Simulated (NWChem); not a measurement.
System: C₂H₆OSi₂; SMILES C1=C[SiH2][SiH2]O1

NWChem input:

```
start job
memory heap 200 mb stack 900 mb global 1100 mb
geometry units angstroms
  C     -0.172637     1.528756     0.428755
  C     -1.309749     0.875167     0.195544
  Si    -1.088733    -0.923198    -0.308093
  Si     1.192182    -0.626196    -0.129397
  O      1.044111     0.967491     0.318875
  H     -0.116436     2.570287     0.728022
  H     -2.244393     1.398437     0.306215
  H     -1.653827    -1.175078    -1.639857
  H     -1.747942    -1.826225     0.643957
  H      2.032780    -0.570777    -1.324597
  H      1.937983    -1.226641     0.975762
end
basis spherical
  * library def2-svp
end
dft
  xc pbe0
  iterations 150
end
driver
  maxiter 120
end
task dft optimize
task dft freq
```

NWChem printed, in part:

```
             Northwest Computational Chemistry Package (NWChem) 7.3.0
             --------------------------------------------------------

 CS  symmetry detected

                             Geometry "geometry" -> ""
                             -------------------------

 Output coordinates in angstroms (scale by  1.889725989 to convert to a.u.)

  No.       Tag          Charge          X              Y              Z
 ---- ---------------- ---------- -------------- -------------- --------------
    1 C                    6.0000     1.57702687    -0.28434022     0.00000000
    2 C                    6.0000     1.22102495     0.99934677     0.00000000
    3 Si                  14.0000    -0.63607039     1.29567742     0.00000000
    4 Si                  14.0000    -0.93645775    -0.99178473     0.00000000
    5 O                    8.0000     0.69675213    -1.30055088     0.00000000
    6 H                    1.0000     2.60431411    -0.63389285     0.00000000
    7 H                    1.0000     1.98938396     1.75382897     0.00000000
    8 H                    1.0000    -1.05342232     2.05069071    -1.18834511
    9 H                    1.0000    -1.05342232     2.05069071     1.18834511
   10 H                    1.0000    -1.41689370    -1.68072372    -1.19695401
   11 H                    1.0000    -1.41689370    -1.68072372     1.19695401

 Effective nuclear repulsion energy (a.u.)     282.3851242758

      Symmetry information
      --------------------

 Group name             Cs
 Group number              2
 Group order               2
 No. of unique centers     9

                                Z-matrix (autoz)
                                --------

 Units are Angstrom for bonds and degrees for angles

[...]

      ----------------------
      Optimization converged
      ----------------------

  Step       Energy      Delta E   Gmax     Grms     Xrms     Xmax
  ---- ---------------- -------- -------- -------- -------- --------
@    5    -733.31797763 -1.1D-06  0.00019  0.00004  0.00058  0.00127
                                     ok       ok       ok       ok

                                Z-matrix (autoz)
                                --------

 Units are Angstrom for bonds and degrees for angles

[...]

 Rotational Constants
 --------------------
 A=   0.144216 cm-1  (  0.207491 K)
 B=   0.118796 cm-1  (  0.170917 K)
 C=   0.068266 cm-1  (  0.098217 K)

 Temperature                      =   298.15K
 frequency scaling parameter      =   1.0000

 Zero-Point correction to Energy  =   45.132 kcal/mol  (  0.071922 au)
 Thermal correction to Energy     =   48.931 kcal/mol  (  0.077977 au)
 Thermal correction to Enthalpy   =   49.523 kcal/mol  (  0.078921 au)

 Total Entropy                    =   77.030 cal/mol-K
   - Translational                =   39.759 cal/mol-K (mol. weight = 101.9957)
   - Rotational                   =   26.713 cal/mol-K (symmetry #  =        1)
   - Vibrational                  =   10.558 cal/mol-K

 Cv (constant volume heat capacity) =   23.230 cal/mol-K
   - Translational                  =    2.979 cal/mol-K
   - Rotational                     =    2.979 cal/mol-K
   - Vibrational                    =   17.272 cal/mol-K

[normal modes left out]

 ----------------------------------------------------------------------------
 Normal Eigenvalue ||           Projected Infra Red Intensities
  Mode   [cm**-1]  || [atomic units] [(debye/angs)**2] [(KM/mol)] [arbitrary]
 ------ ---------- || -------------- ----------------- ---------- -----------
    1       -0.000 ||    0.000000           0.000         0.000       0.000
    2       -0.000 ||    0.000000           0.000         0.000       0.000
    3       -0.000 ||    0.000011           0.000         0.010       0.002
    4       -0.000 ||    0.000033           0.001         0.032       0.007
    5        0.000 ||    0.000027           0.001         0.027       0.006
    6        0.000 ||    0.000022           0.001         0.022       0.005
    7      119.951 ||    0.000829           0.019         0.808       0.180
    8      347.220 ||    0.000013           0.000         0.012       0.003
    9      351.073 ||    0.012236           0.282        11.929       2.657
   10      369.252 ||    0.035479           0.819        34.587       7.703
   11      444.046 ||    0.000235           0.005         0.229       0.051
   12      584.581 ||    0.000140           0.003         0.137       0.030
   13      644.393 ||    0.020543           0.474        20.026       4.460
   14      671.324 ||    0.008912           0.206         8.687       1.935
   15      681.857 ||    0.032919           0.759        32.091       7.147
   16      698.754 ||    0.026326           0.607        25.664       5.716
   17      713.206 ||    0.035747           0.825        34.848       7.762
   18      749.407 ||    0.016394           0.378        15.982       3.559
   19      766.564 ||    0.053830           1.242        52.476      11.688
   20      881.164 ||    0.100247           2.313        97.726      21.766
   21      940.871 ||    0.181452           4.186       176.888      39.397
   22      957.804 ||    0.098451           2.271        95.975      21.376
   23      989.284 ||    0.001328           0.031         1.294       0.288
   24     1062.657 ||    0.081378           1.877        79.331      17.669
   25     1276.770 ||    0.146322           3.376       142.642      31.770
   26     1355.955 ||    0.003989           0.092         3.889       0.866
   27     1642.737 ||    0.237103           5.470       231.140      51.480
   28     2216.731 ||    0.076627           1.768        74.700      16.637
   29     2219.201 ||    0.111672           2.576       108.863      24.246
   30     2243.837 ||    0.090398           2.086        88.124      19.627
   31     2249.187 ||    0.130897           3.020       127.605      28.421
   32     3181.520 ||    0.014074           0.325        13.720       3.056
   33     3225.916 ||    0.002248           0.052         2.191       0.488
 ----------------------------------------------------------------------------
```

Level: PBE0/def2-SVP.
